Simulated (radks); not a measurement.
Q: Valence configurations of Br (all share [Ar]). Method: Dirac Kohn-Sham, PBE, spin-unpolarised, spherical densities, point nucleus; open shells fill j = l - 1/2 first; computed with a radial shooting solver on a logarithmic mesh with Libxc functionals. Order these by energy: 3d9.5 4s2 4p5.5; 3d9 4s2 4p6; 3d10 4s2 4p5; 3d10 4s1 4p6; 3d10 4s1.5 4p5.5.

A: From the lowest, in eV above it: 3d10 4s2 4p5 0.000; 3d10 4s1.5 4p5.5 6.237; 3d10 4s1 4p6 12.526; 3d9.5 4s2 4p5.5 30.620; 3d9 4s2 4p6 63.998. NIST lists [Ar] 3d10 4s2 4p5 as the ground configuration; this level of theory agrees among the configurations tried. The energies are those of spherical spin-averaged densities, not of single terms.
